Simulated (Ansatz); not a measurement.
```yaml
crystal:
  periodic: [false, false, false]
  atoms:
    - {symbol: Ag, position_ang: [-0.456122, 0.373594, 1.345481]}
    - {symbol: Te, position_ang: [1.650979, -0.398568, -0.213718]}
    - {symbol: Te, position_ang: [-0.895719, 0.185383, -1.215909]}
basis:
  gaussian: {orbitals: def2-TZVPD}
magnetization: {spin_polarized: true, initial_magnetization: 1}
hamiltonian: {xc: {name: CAM-B3LYP}, dispersion: d3bj}
scf: {lower_state_search: light}
output: {forces: true}
```

```sh
$ ansatz run in.yaml --threads 4 --pin off --events-out ev --progress --plain --max-ram 3916MiB
```

It prints (some lines left out):

```
Functional definition: CAM-B3LYP
1312 factors; their error is unknown
326 factors; integrals over basis functions are off by at most 3.7e-5 eV
mean field evaluation 1: about -18584.7701 eV, gradient 2.1e1 eV
mean field evaluation 2: about -18583.2626 eV, gradient 3.4e1 eV
mean field evaluation 4: about -18586.4177 eV, gradient 8.0e-1 eV
mean field evaluation 8: about -18586.4248 eV, gradient 6.1e-2 eV
mean field evaluation 16: about -18586.6850 eV, gradient 3.8e-3 eV
mean field evaluation 32: about -18586.6850 eV, gradient 1.2e-5 eV
mean field -18586.68496671 eV, -683.0480740190 hartree, gradient 1.2e-5 eV, S^2 0.759368; 5 other end points of the search recorded, 0 dependent functions left out
reference -18586.68507278 eV, -683.0480779172 hartree; 34, 33 occupied and 124, 125 virtual orbitals, 1312 factors
Total energy: -18586.85616041 eV, -683.0543652716 hartree
Atom 0 at    -0.456122     0.373594     1.345481 Å, force     0.022715     0.059486     0.543579 eV/Å
Atom 1 at     1.650979    -0.398568    -0.213718 Å, force    -0.544746     0.116319    -0.285355 eV/Å
Atom 2 at    -0.895719     0.185383    -1.215909 Å, force     0.522032    -0.175805    -0.258224 eV/Å
Dipole moment:    -0.213949     0.132698     0.607013 e Å
```

It took 17 s on 4 threads of Arm Neoverse V2 on a shared host, peak host memory 0.96 GiB.

In the def2 sets Ag, Te take a core potential; there is no spin–orbit coupling.
